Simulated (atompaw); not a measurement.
## u(r) = r·R(r): atom against pseudo-atom (lithium (Li))

Columns: radius, all-electron u(r) and pseudo u(r) of the 1s shell (level -51.85 eV) of lithium in the configuration 1s2 2s1 2p0; PBE, scalar-relativistic, PAW (atompaw) scheme, atompaw 4.2.0.5.

| r (bohr) | all-electron | pseudo |
| --- | --- | --- |
| 0.115 | 0.7588 | 0.5908 |
| 0.231 | 1.0870 | 1.0026 |
| 0.346 | 1.1768 | 1.1633 |
| 0.462 | 1.1433 | 1.1438 |
| 0.577 | 1.0503 | 1.0503 |
| 0.692 | 0.9328 | 0.9328 |
| 0.808 | 0.8094 | 0.8094 |
| 0.923 | 0.6923 | 0.6923 |
| 1.038 | 0.5857 | 0.5857 |
| 1.154 | 0.4907 | 0.4907 |
| 1.269 | 0.4090 | 0.4090 |
| 1.385 | 0.3385 | 0.3385 |
| 1.500 | 0.2793 | 0.2793 |
| 1.615 | 0.2294 | 0.2294 |
| 1.731 | 0.1875 | 0.1875 |
| 1.846 | 0.1532 | 0.1532 |
| 1.962 | 0.1249 | 0.1249 |
| 2.077 | 0.1018 | 0.1018 |
| 2.192 | 0.0830 | 0.0830 |
| 2.308 | 0.0674 | 0.0674 |
| 2.423 | 0.0548 | 0.0548 |
| 2.538 | 0.0445 | 0.0445 |
| 2.654 | 0.0361 | 0.0361 |
| 2.769 | 0.0293 | 0.0293 |
| 2.885 | 0.0237 | 0.0237 |
| 3.000 | 0.0192 | 0.0192 |

(1) How many radial nodes do the two functions have?

(2) At about which radius was the pseudo-wave matched?

(3) Is the pseudo-wave norm-conserving?

## Answers

(1) The all-electron 1s function has n − l − 1 = 0; the pseudo-wave has 0.

(2) 0.55 bohr, where the columns begin to agree (steps of 0.12 bohr).

(3) No, it belongs to a PAW set: the norm inside the radius is not constrained, and the difference is carried by the augmentation charge.
